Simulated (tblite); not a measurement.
C₈H₁₁FO.
Z-matrix (Å and degrees, GFN2-xTB geometry), rows numbered from 1:
```
C 
C   1  1.3320
C   2  1.5016  1  120.36
C   2  1.4672  1  122.35  3   179.85
C   4  1.3353  2  122.98  1  -165.24
C   5  1.4965  4  122.32  2   179.90
F   6  1.3852  5  109.86  4  -139.19
C   6  1.5307  5  110.19  4   -18.24
O   8  1.4033  6  109.33  5    49.65
C   9  1.4099  8  112.43  6   -66.38
H   1  1.0767  2  120.86  3     0.06
H   1  1.0750  2  123.36  3  -178.75
H   3  1.0887  2  110.54  1   111.57
H   3  1.0880  2  110.56  1  -128.53
H   3  1.0864  2  110.27  1    -8.10
H   5  1.0781  4  122.67  2     1.13
H   6  1.1004  5  110.61  4   104.50
H   8  1.1005  6  108.74  5   -71.97
H   8  1.0916  6  111.50  5   167.52
H  10  1.0923  4  110.54  2    48.29
H  10  1.1035  4  108.48  2   -70.77
```

Computed values, GFN2-xTB/tblite, gas phase, harmonic and unscaled. Errors from tens to a few hundred cm⁻¹ against measured bands are possible. One conformer, not necessarily the lowest.

Harmonic wavenumbers (cm⁻¹): 40.1, 111.0, 122.0, 188.4, 204.0, 292.9, 321.8, 344.8, 364.9, 420.8, 450.4, 487.8, 532.1, 551.7, 604.3, 694.8, 807.6, 868.6, 891.2, 922.4, 954.4, 965.5, 987.1, 1008.8, 1030.9, 1037.9, 1052.1, 1084.4, 1126.1, 1131.7, 1175.1, 1246.9, 1257.5, 1266.8, 1277.5, 1292.7, 1325.4, 1337.9, 1395.5, 1420.3, 1452.3, 1461.1, 1481.3, 1490.2, 1674.2, 1682.1, 2825.1, 2868.1, 2883.0, 2972.6, 2988.6, 3015.0, 3030.3, 3053.2, 3108.0, 3115.4, 3144.5.

A = 2234, B = 925.3, C = 690.3 MHz; mass 142.079 u (most abundant isotopes); point group C1, symmetry number 1.

Task: Zero-point energy?

Result: ½Σν̃ = 37421 cm⁻¹ = 106.99 kcal/mol.

Task: Give the ideal-gas entropy at 500 K and 1 bar in the rigid-rotor, harmonic-oscillator model (classical rotation).

Result: Translation 43.36, rotation 31.34, vibration 48.82: S = 123.5 cal/(mol K).

Task: And Cp and H(500 K) − H(0)?

Result: Cp = 61.43 cal/(mol K), of which vibrations give 53.48 (their classical limit is 57 R = 113.3); H(500 K) − H(0) = 17.13 kcal/mol without the zero-point energy, 13.15 from vibrations.

Task: Which modes carry the vibrational entropy at 500 K?

Result: 40.1 cm⁻¹: 6.28; 111.0 cm⁻¹: 4.26; 122.0 cm⁻¹: 4.08; 188.4 cm⁻¹: 3.23; 204.0 cm⁻¹: 3.07; 292.9 cm⁻¹: 2.38 cal/(mol K); the other 51 give 25.51 together.

Task: Blend soft modes into free rotors: weight 1/[1 + (100 cm⁻¹/ν̃)⁴] for the oscillator and the rest for a rotor with moment μB/(μ + B), μ = h/(8π²ν), B = 10⁻⁴⁴ kg m². What vibrational entropy results?

Result: 46.13 cal/(mol K) in place of 48.82, which changes −T·S at 500 K by +1.34 kcal/mol.

Task: What must be added to the electronic energy to get the Gibbs energy at 500 K and 1 bar?

Result: ZPE + [H(500 K) − H(0)] − T·S = 106.99 + 17.13 − 61.76 = 62.36 kcal/mol.

Hindered rotation and anharmonicity are outside this model. Other conformers, if any are populated, would add a mixing term that is left out. The structure is chiral; the term R ln 2 for an equal mix with its mirror image is left out.
